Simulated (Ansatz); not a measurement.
`COCOC` + `[OH][Hf]([F])([SH])[Cl]` → `C[S][Hf]([OH])([F])[Cl]` + `COCO`  (substitution at a C–O bond)

Calculated with Ansatz (gas phase, PBE0-D4/def2-TZVP geometries, no zero-point term in ΔE). CBS: MP2 limit from def2 TZ/QZ plus the TZ coupled-cluster correction, frozen cores. This one scheme is used for every species. Functionals use def2-TZVPP. B3LYP here is the variant with VWN-RPA as its local correlation; programs differ in this. def2 core potentials past Kr. For Hf outer-core shells are correlated without core-valence functions, which leaves a few kJ/mol of doubt a bond. Each species was taken in one conformer, which may not be the lowest.

```json
{"level": "r2SCAN-D4", "ΔE (kcal/mol)": "-4.2", "difference from CCSD(T)/CBS": "0.7"}
{"level": "PBE0-D4", "ΔE (kcal/mol)": "-4.7", "difference from CCSD(T)/CBS": "0.2"}
{"level": "B3LYP-D4", "ΔE (kcal/mol)": "-3.9", "difference from CCSD(T)/CBS": "1.0"}
{"level": "ωB97X-V", "ΔE (kcal/mol)": "-3.4", "difference from CCSD(T)/CBS": "1.5"}
{"level": "PBE", "ΔE (kcal/mol)": "-4.8", "difference from CCSD(T)/CBS": "0.1"}
{"level": "r2SCAN", "ΔE (kcal/mol)": "-4.2", "difference from CCSD(T)/CBS": "0.7"}
{"level": "PBE0", "ΔE (kcal/mol)": "-4.6", "difference from CCSD(T)/CBS": "0.3"}
{"level": "HF/def2-TZVPP", "ΔE (kcal/mol)": "-2.0", "difference from CCSD(T)/CBS": "2.9"}
{"level": "MP2/def2-TZVPP", "ΔE (kcal/mol)": "-5.2", "difference from CCSD(T)/CBS": "-0.3"}
{"level": "SCS-MP2/def2-TZVPP", "ΔE (kcal/mol)": "-4.3", "difference from CCSD(T)/CBS": "0.6"}
{"level": "CCSD/def2-TZVPP", "ΔE (kcal/mol)": "-3.4", "difference from CCSD(T)/CBS": "1.5"}
{"level": "CCSD(T)/def2-TZVPP", "ΔE (kcal/mol)": "-3.8", "difference from CCSD(T)/CBS": "1.1"}
{"level": "HF/def2-QZVPP", "ΔE (kcal/mol)": "-2.0", "difference from CCSD(T)/CBS": "2.9"}
{"level": "SCS-MP2/def2-QZVPP", "ΔE (kcal/mol)": "-5.0", "difference from CCSD(T)/CBS": "-0.1"}
{"level": "HF/CBS(def2)", "ΔE (kcal/mol)": "-2.0", "difference from CCSD(T)/CBS": "2.9"}
{"level": "CCSD/CBS(def2)", "ΔE (kcal/mol)": "-4.6", "difference from CCSD(T)/CBS": "0.3"}
{"level": "CCSD(T)/CBS", "ΔE (kcal/mol)": "-4.9", "difference from CCSD(T)/CBS": "0"}
```

Largest T1 diagnostic among the species: 0.015.

In def2-TZVPP, CCSD(T) changes the Hartree–Fock value by −1.8 kcal/mol (the triples alone add −0.3 kcal/mol) and MP2 by −3.2 kcal/mol.
